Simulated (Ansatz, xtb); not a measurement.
**ClH3NSi2+: where a starting geometry ends**

The starting geometry of this gas-phase singlet has its atoms placed at random.

```xyz
7

Cl   -0.8833   -1.1897   -0.9746
N     1.7849    1.3339    0.4904
Si   -0.8098    1.9846    0.8812
Si    0.8404   -0.3189    0.8359
H    -1.2219    1.1357   -0.5455
H    -0.8875    0.0830    1.0934
H    -0.7224    0.2743   -1.8667
```

Guess where an optimisation with r2SCAN-D4/def2-SVP ends from this start.

It ends as a structure given below by its coordinates. Distances that change by over a tenth: N2–Si4 (1.93 → 1.64 Å), Si3–H5 (1.71 → 1.48 Å), Si4–H6 (1.79 → 4.19 Å). Contacts that close: Cl1–H7 (1.72 → 1.30 Å), N2–Si3 (2.70 → 1.63 Å), Si3–H6 (1.91 → 1.48 Å).

The energy falls by 9.50 eV over 39 steps:

| step | E − E(last) (eV) |
| --- | --- |
| 1 | 9.498 |
| 5 | 3.764 |
| 9 | 2.192 |
| 14 | 0.400 |
| 18 | 0.013 |
| 22 | 0.009 |
| 26 | 0.006 |
| 31 | 0.001 |
| 35 | 0.000 |
| 39 | 0.000 |

Final geometry (Å):

| atom | x (Å) | y (Å) | z (Å) |
| --- | --- | --- | --- |
| Cl | 0.4889 | -1.7982 | -1.9656 |
| N | 0.2185 | 0.5847 | 0.4282 |
| Si | -0.8181 | 1.7154 | 0.9734 |
| Si | 1.4969 | -0.4124 | 0.1881 |
| H | -0.7948 | 3.0888 | 0.4271 |
| H | -1.8146 | 1.3882 | 2.0154 |
| H | -0.6764 | -1.2636 | -2.1524 |

From the same start GFN2-xTB ends elsewhere, differing in Cl1–Si4 (2.44 against 2.75 Å here), Si3–H6 (4.64 against 1.48 Å here), Si4–H6 (1.43 against 4.19 Å here).

From so rough a start the end depends on the optimiser's path, so another program may land elsewhere. The end wasn't checked by frequencies. Run with Ansatz 0.2.0, 90 s on 2 threads of Arm Neoverse V2 (shared host).
